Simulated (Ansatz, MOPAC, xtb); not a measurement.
## BNH2BrF (SMILES NB(F)Br): methods side by side

The species is BNH2BrF (6 atoms), meant as a singlet with charge 0. As SMILES, `NB(F)Br`. The shape is that of a PBE0-D4/def2-TZVP optimisation.

```csv
atom,x (Å),y (Å),z (Å)
N,0.0514,0.7765,0.1106
B,0.0419,-0.6070,0.0352
F,0.5595,-1.3472,1.0061
Br,-0.7260,-1.5121,-1.4877
H,-0.3325,1.3629,-0.6075
H,0.4477,1.2629,0.8970
```

Quantity: the dipole moment, in D. The values are calculated.

| level | kind | program | value (D) |
| --- | --- | --- | --- |
| PM3 | semi-empirical | MOPAC | 4.14 |
| PM6 | semi-empirical | MOPAC | 3.47 |
| PM7 | semi-empirical | MOPAC | 4.07 |
| GFN0-xTB | semi-empirical | xtb | 3.50 |
| HF/STO-3G | Hartree–Fock | Ansatz | 2.85 |
| HF/3-21G | Hartree–Fock | Ansatz | 3.51 |
| HF/6-31G** (spherical functions) | Hartree–Fock | Ansatz | 3.13 |
| HF/def2-SVP | Hartree–Fock | Ansatz | 3.09 |
| HF/def2-SVPD | Hartree–Fock | Ansatz | 2.95 |
| PBE/3-21G | GGA | Ansatz | 3.33 |

All-electron rows without a relativistic Hamiltonian named are non-relativistic. The values span 2.85 to 4.14 D. Sets without polarisation functions give poor dipoles.
